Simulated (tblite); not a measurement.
Br$_{2}$Hg, triplet, geometry from GFN2-xTB (such geometries of metal compounds can be far from the true shape) (a higher spin typed on purpose: for a closed-shell molecule this is an excited state); tblite with GFN1-xTB.

Here is a job for tblite.
```
$ tblite run mol.xyz --method gfn1 --charge 0 --spin 2 --spin-polarized --json tblite.json --no-restart

# file mol.xyz
3

Hg     0.93291155     0.23510093     0.18600654
Br    -1.24373165     1.56232255    -1.63638007
Br    -0.88863761    -2.09969611     1.21122227
```

It wrote (shortened):

```
xTB calculator
 | screened Coulomb repulsion
 | Coulomb electrostatics
 |  * isotropic Klopman-Ohno-Mataga-Nishimoto electrostatics
 |  * onsite third-order electrostatics
 | DFT-D3(BJ) dispersion correction
 | Interactions (1)
 | [1] spin polarization

halogen bonding energy    0.0000000000000E+00 Eh
repulsion energy          4.6550268667826E-05 Eh
dispersion energy        -1.1288778240485E-03 Eh
interaction energy        0.0000000000000E+00 Eh
number of electrons       1.6000000000000E+01 e
integral cutoff           2.9931978625564E+01 bohr

------------------------------------------------------------
  cycle        total energy    energy error   density error
------------------------------------------------------------
      1     -8.568326075482  -8.5672437E+00   3.3026213E-01
      2     -8.596018194637  -2.7692119E-02   2.0132511E-01
      3     -8.596846185056  -8.2799042E-04   9.4770559E-02
      4     -8.597036113900  -1.8992884E-04   4.6961154E-03
      5     -8.556205264237   4.0830850E-02   1.4209731E-01
      6     -8.597034884984  -4.0829621E-02   2.7235248E-03
      7     -8.597040411742  -5.5267578E-06   6.5320502E-04
      8     -8.597040522360  -1.1061843E-07   1.2650078E-04
      9     -8.597040519047   3.3129055E-09   8.5325395E-05
     10     -8.597040533656  -1.4608851E-08   9.8112810E-07
------------------------------------------------------------

electronic energy        -8.5959582061008E+00 Eh
total energy             -8.5970405336561E+00 Eh

Post processing:
 | Mayer-Wiberg bond orders

[Info] JSON dump of results written to 'tblite.json'
```
